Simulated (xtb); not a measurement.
H₉N₃Si₂, SMILES N[SiH2]N[SiH2]N. All values are semi-empirical tight-binding results from xtb (GFN2-xTB unless named), good for trends rather than for accurate numbers. The structure is a stationary point at GFN2-xTB. Other conformers were not sampled.

Optimised geometry:

```xyz
14

N     -0.0864    -0.7079    -2.8365
Si    -0.0160     0.4598    -1.5700
N      0.2050    -0.2515     0.0000
Si    -0.0160     0.4598     1.5700
N     -0.0864    -0.7079     2.8365
H      0.7633    -1.1351    -3.1653
H     -0.8293    -1.3873    -2.8301
H     -1.3080     1.1365    -1.5443
H      1.1060     1.3318    -1.9297
H      0.7580    -1.0957     0.0000
H     -1.3080     1.1365     1.5443
H      1.1060     1.3318     1.9297
H     -0.8293    -1.3873     2.8301
H      0.7633    -1.1351     3.1653
```
Charge 0, spin multiplicity 1.

Computed properties:
point group as xtb finds it: Cs
orbital gap: 5.67 eV
dipole moment: 2.74 D
zero-point energy: 61.8 kcal/mol
G − E(el) at 298.15 K (modified RRHO): 40.2 kcal/mol
static polarisability (D4 model): 87.6 bohr³
solvation energy, GFN2-xTB/ALPB(water): -4.6 kcal/mol
solvation energy, GFN2-xTB/ALPB(methanol): -6.3 kcal/mol

Computed atomic charges and the Wiberg bond orders between heavy atoms:
charges (e) N1 -0.43, Si2 0.50, N3 -0.45, Si4 0.50, N5 -0.43, H6 0.14, H7 0.15, H8 -0.10, H9 -0.11, H10 0.14, H11 -0.10, H12 -0.11, H13 0.15, H14 0.14. Bond orders N1–Si2 1.10, Si2–N3 1.04, N3–Si4 1.04, Si4–N5 1.10.
